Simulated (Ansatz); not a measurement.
Process, species as SMILES: C1CCCSCC1 → [CH]1CCCCSC1 + H atom (the C-H bond at the site shown breaks; other sites are not compared here)
Geometries: B3LYP-D3(BJ)/def2-TZVP minima from Ansatz (a quantum-chemistry and plane-wave program), one conformer each, not searched for the lowest. Frequencies are from Ansatz.

Property: bond dissociation energy (enthalpy at 298 K, with B3LYP-D3(BJ) rigid-rotor harmonic-oscillator terms), in kJ/mol. Valence correlation only, unless marked. UHF or UKS for open shells. Spin-orbit coupling is left out. No relativistic terms. Basis-set limits of correlation are two-point, X^-3; Hartree-Fock from the larger set. [CCSD(T)-MP2]/basis is that difference in the basis named.

RI-MP2/CBS(cc-pV(T+d)Z,cc-pV(Q+d)Z)+[CCSD(T)-MP2]/cc-pV(T+d)Z (Ansatz) gives 411.1 kJ/mol.

Question: Another calculation gave 406.2 kJ/mol. Which level was it?
(A) r2SCAN0/def2-TZVPD (Ansatz)
(B) wB97M-V/def2-TZVPD (Ansatz)
(C) B97M-V/def2-TZVPD (Ansatz)
(D) SVWN5/def2-TZVPD (Ansatz)

Answer: B, wB97M-V/def2-TZVPD (Ansatz). The others give 429.8 (SVWN5), 394.6 (B97M-V), 383.0 (r2SCAN0) kJ/mol.
